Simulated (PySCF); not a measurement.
Reading a saddle point

A first-order saddle point of GaH₃SO, closed shell, PBE0-D4/def2-TZVP, with one imaginary mode of 1262i cm⁻¹:

```xyz
6
angstrom
Ga -0.9080 0.1821 -0.2749
O 0.7899 0.2518 0.6769
S -0.3725 -1.8173 -0.6817
H 0.7383 -0.9025 0.1611
H -1.7693 1.4582 -0.3137
H 1.5217 0.8278 0.4323
```

PySCF 2.14 with density fitting (its default auxiliary sets; JK sets also for MP2 and CCSD(T)); basis: def2-TZVPP and def2-QZVPP; cores frozen in the correlated methods. Filled d shells of the heavier atoms are correlated. The def2 sets are not built for correlating such inner shells, so the correlated values are less sure here. Extrapolation: Hartree–Fock as exp(−7.88 √X), correlation as X^−2.97.

Problem. Which contacts change along the imaginary mode, and what lies on either side? (A judgement: the text doesn't fix the answer.)

Solution. Computed: The step is GaH₃SO ([OH][GaH][SH]) → GaHS ([S][GaH]) + H₂O (still joined by a long Ga–O bond), with the molecules in contact on both sides. Shortening one way: O2–H4; lengthening the same way: Ga1–O2, S3–H4.
```json
{"pair": "O2–H4", "one side (Å)": "2.95", "saddle (Å)": "1.27", "other side (Å)": "0.98"}
{"pair": "Ga1–O2", "one side (Å)": "1.79", "saddle (Å)": "1.95", "other side (Å)": "2.19"}
{"pair": "S3–H4", "one side (Å)": "1.34", "saddle (Å)": "1.67", "other side (Å)": "2.60"}
```

Problem. Which side is lower, and how far does the saddle lie above each? (An estimate is asked for; the value comes from the calculation.)

Solution. Computed: The side with Ga1–O2, S3–H4 short is lower by 18.27 kcal/mol; the saddle lies 29.76 kcal/mol above it and 11.49 kcal/mol above the other (CCSD(T) at an estimated basis limit (MP2 extrapolated from triple and quadruple zeta, plus CCSD(T) − MP2 in triple zeta); electronic energies).

T1 diagnostic: at most 0.017.

Labels in which every atom is bracketed show which atoms are joined, not bond orders.

For scale, one of the runs: CCSD(T)/def2-TZVPP, 163 basis functions, launched by `OMP_NUM_THREADS=4 python run.py`. The run took 3.4 min on 4 CPU threads of an Arm Neoverse V1 (shared host), with 1.5 GiB of host memory at its peak.
